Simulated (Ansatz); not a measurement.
```yaml
crystal:
  periodic: [false, false, false]
  atoms:
    - {symbol: C, position_ang: [-0.112551, 0.774023, -0.105936]}
    - {symbol: C, position_ang: [0.341348, 0.142195, -0.249419]}
    - {symbol: Ge, position_ang: [0.200045, -0.851559, 0.419855]}
    - {symbol: F, position_ang: [-0.797771, -0.702535, 1.059951]}
    - {symbol: H, position_ang: [-0.008959, 1.546300, -0.515760]}
    - {symbol: H, position_ang: [-0.565073, 0.908387, 0.403978]}
    - {symbol: H, position_ang: [0.950779, 0.157863, -0.814305]}
    - {symbol: H, position_ang: [0.052001, -1.884702, -0.178198]}
basis:
  gaussian: {orbitals: aug-cc-pVTZ}
magnetization: {spin_polarized: true, initial_magnetization: 1}
hamiltonian: {xc: {name: wB97}}
output: {forces: true}
```

```sh
$ ansatz run in.yaml --threads 4 --pin off --events-out ev --progress --plain --max-ram 10444MiB
```

It prints (some lines left out):

```
Functional definition: wB97
1291 factors; their error is unknown
601 factors; integrals over basis functions are off by at most 2.5e-5 eV
mean field evaluation 1: about -61272.4516 eV, gradient 1.0e2 eV
mean field evaluation 2: about -61193.8583 eV, gradient 1.5e2 eV
mean field evaluation 4: about -61305.8206 eV, gradient 1.2e1 eV
mean field evaluation 8: about -61306.3082 eV, gradient 2.8e-1 eV
mean field evaluation 16: about -61306.2758 eV, gradient 3.1e-3 eV
mean field -61306.27579708 eV, -2252.9640806566 hartree, gradient 2.1e-5 eV, S^2 0.752281; 0 other end points of the search recorded, 0 dependent functions left out
reference -61306.27578865 eV, -2252.9640803466 hartree; 29, 28 occupied and 260, 261 virtual orbitals, 1291 factors
Total energy: -61306.27578865 eV, -2252.9640803466 hartree
Atom 0 at    -0.112551     0.774023    -0.105936 Å, force   -69.639733   125.065529     1.098876 eV/Å
Atom 1 at     0.341348     0.142195    -0.249419 Å, force    99.101156   -73.298723   -63.409687 eV/Å
Atom 2 at     0.200045    -0.851559     0.419855 Å, force    64.148136   -71.188043     4.611544 eV/Å
Atom 3 at    -0.797771    -0.702535     1.059951 Å, force   -74.583191     8.172380    50.296515 eV/Å
Atom 4 at    -0.008959     1.546300    -0.515760 Å, force     0.487319    13.016159    -6.804611 eV/Å
Atom 5 at    -0.565073     0.908387     0.403978 Å, force   -31.692399    10.138519    34.001696 eV/Å
Atom 6 at     0.950779     0.157863    -0.814305 Å, force    13.294119     0.498008   -13.340556 eV/Å
Atom 7 at     0.052001    -1.884702    -0.178198 Å, force    -1.115406   -12.403828    -6.453778 eV/Å
Dipole moment:    -0.114079     0.350169    -0.239587 e Å
```

(1) Something in this input is off. What?

Results:

(1) The geometry is squeezed to about two thirds of its size. The run converged. The result belongs to that input, not to the molecule as meant.
